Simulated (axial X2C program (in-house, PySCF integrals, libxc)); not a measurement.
## Curves of VH from open-shell CI on d4 s0 p(π)0

Calculated with an axial X2C code built on PySCF integrals: two-component X2C with atomic mean-field Coulomb and Gaunt terms, basis V dyall-v3z, H dyall-v3z (cores contracted in-house). Orbitals come from Hartree–Fock averaged over the configuration V d4 s0 p(π)0; CI then distributes these electrons over the d, s, p(π) shells of V.

Scan along the bond; masses V 50.944 u, H 1.008 u. Energies in cm⁻¹ from the lowest point; levels are followed by energy order within each Ω. Lowest level at 1.773 Å: 100% d4.

```
R (Å)  (1)Ω=0  (2)Ω=0  (1)Ω=1  (1)Ω=2  (1)Ω=3  (1)Ω=4  (2)Ω=1
1.649     334     334     401     472     548     629    2601
1.711       0       0      66     137     214     295    2152
1.773      18      18      83     153     230     313    2051
1.844     388     388     452     522     599     684    2268
1.915    1027    1027    1089    1159    1236    1322    2753
1.995    1994    1995    2055    2124    2202    2289    3533
2.092    3403    3403    3461    3529    3608    3696    4694
```

**Question.** Fit the curves (1)Ω=0, (2)Ω=0, (1)Ω=1, (1)Ω=2, (1)Ω=3, (1)Ω=4, (2)Ω=1 near their minima.

**Answer.** From the open-shell CI curves, Te from the lowest:

```
 level  Te (cm⁻¹)  Re (Å)  ωe (cm⁻¹)
(1)Ω=0          0   1.737     1692.2
(2)Ω=0          0   1.737     1692.2
(1)Ω=1         65   1.738     1691.2
(1)Ω=2        136   1.738     1690.8
(1)Ω=3        213   1.738     1690.9
(1)Ω=4        295   1.737     1691.5
(2)Ω=1       2078   1.763     1587.7
```

Without dynamic correlation distances can be off by several hundredths of an Å (long for ionic bonds, short for multiple bonds) and the wavenumbers are rough.

The 7 lowest curves are shown; the next is (3)Ω=0, from 2088 cm⁻¹.

There is no dynamic correlation: spin–orbit spacings and, for f shells, spacings inside one term are the most reliable numbers, splittings between terms come out too wide, and energies between configurations are not reliable, so the lowest level need not be the ground state of the molecule. For d shells the ligand-field splittings (σ, π, δ) and their order can be off by a thousand cm⁻¹ or more. At most 4 roots were kept for each Ω > 0 (twice that for Ω = 0) within 3.2 eV of the lowest, so higher up levels can be missing between those listed; levels with Ω > 0 are doubly degenerate and listed once, Ω = 0 levels singly. Some active spinors are only partly of the character that their shell is named for, so the shell names and counts are nominal. States that fill the shells left empty in the average are placed too high.
